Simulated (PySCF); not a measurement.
What does the LC-wPBE/def2-SV(P) structure of `C=[CH][Al]([CH3])[O]C` look like in three dimensions?

```xyz
15
C4H9AlO angstrom
C      2.6363    0.0382    0.2623
C      1.4837   -0.6287    0.1239
Al    -0.1548    0.3053   -0.3581
C     -0.1816    2.2124   -0.7407
O     -1.6256   -0.5346   -0.4348
C     -2.2145   -1.7753   -0.2592
H      2.7063    1.1239    0.1032
H      3.5791   -0.4539    0.5418
H      1.5273   -1.7123    0.3076
H     -1.1053    2.4994   -1.2699
H      0.6757    2.5305   -1.3586
H     -0.1413    2.8074    0.1892
H     -3.1652   -1.6761    0.2958
H     -2.4490   -2.2423   -1.2338
H     -1.5690   -2.4787    0.3018
```

Orientation and origin are arbitrary. Atoms count from 1 in this order. Al3 (aluminium bonded to 2 C and O) is planar (angles 122.0°, 120.2° and 117.7°, sum 360.0°, 0.01 Å off the plane of its three neighbours).

Bonds between heavy atoms (Å): C1=C2 1.339, C2–Al3 1.947, Al3–C4 1.945, Al3–O5 1.695, O5–C6 1.385.

Method used: LC-wPBE/def2-SV(P) geometry optimisation, gas phase (PySCF 2.14.0).

Whether it is a minimum is left open (no frequencies). One conformer, not necessarily the lowest (C1–C2–Al3–C4 3°, C2–Al3–O5–C6 1°).
